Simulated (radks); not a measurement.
Valence configurations of the lanthanum ion La2+ (all share [Xe]). Calculated with a radial shooting solver on a logarithmic mesh with Libxc functionals: Dirac Kohn-Sham, PBE, spin-unpolarised, spherical densities, point nucleus; open shells fill j = l - 1/2 first. Energies are relative to 5d1; eigenvalues in eV.

valence	E (eV)	e(4f5/2)	e(5d3/2)	e(6p1/2)	e(6s1/2)
5d1	0.000	-	-14.804	-	-
6p1	5.039	-	-	-11.670	-
6s1	1.586	-	-	-	-14.634
4f1	-0.319	-11.930	-	-	-
4f0.5 6p0.5	1.533	-15.962	-	-10.700	-

NIST lists [Xe] 5d1 as the ground configuration; this level of theory puts 4f1 lower, by 0.319 eV. The energies are those of spherical spin-averaged densities, not of single terms.
